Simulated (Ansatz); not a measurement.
Start from `O[SiH2][CH2][GeH2][OH]` and change one atom or group to get `O[SiH2]CBr`.

Ansatz, PBE0-D4/def2-TZVP geometries, multiplicity 1. Each molecule was computed in one conformer, which needn't be the lowest.

Scalar relativity is left out up to krypton. Spin–orbit coupling is left out; it splits and shifts lone-pair levels of the heavy atoms by tenths of an eV.

| property | `O[SiH2][CH2][GeH2][OH]` |
| --- | --- |
| HOMO–LUMO gap (PBE/def2-TZVPP) / eV | 5.79 |
| HOMO energy (PBE/def2-TZVPP) / eV | -6.73 |
| HOMO–LUMO gap (B3LYP/def2-TZVPP) / eV | 7.65 |
| LUMO energy (PBE0/def2-TZVPP) / eV | -0.07 |
| HOMO energy (ωB97M-V/def2-TZVPP) / eV | -10.53 |
| HOMO energy (PBE0/def2-TZVPP) / eV | -8.22 |

Problem. What does the change do to each property? (Best estimate.)

Solution. Computed: 
| property | `O[SiH2]CBr` | shift |
| --- | --- | --- |
| HOMO–LUMO gap (PBE/def2-TZVPP) / eV | 5.10 | -0.69 |
| HOMO energy (PBE/def2-TZVPP) / eV | -6.52 | 0.21 |
| HOMO–LUMO gap (B3LYP/def2-TZVPP) / eV | 6.84 | -0.81 |
| LUMO energy (PBE0/def2-TZVPP) / eV | -0.45 | -0.38 |
| HOMO energy (ωB97M-V/def2-TZVPP) / eV | -10.04 | 0.49 |
| HOMO energy (PBE0/def2-TZVPP) / eV | -7.80 | 0.42 |

With PBE0 the HOMO rises by 0.42 eV and the LUMO falls by 0.38 eV, so the gap narrows by about 0.80 eV. PBE moves the HOMO by 0.21 eV and ωB97M-V by 0.49 eV.

B3LYP here is the variant with VWN-RPA as its local correlation; programs differ in this.
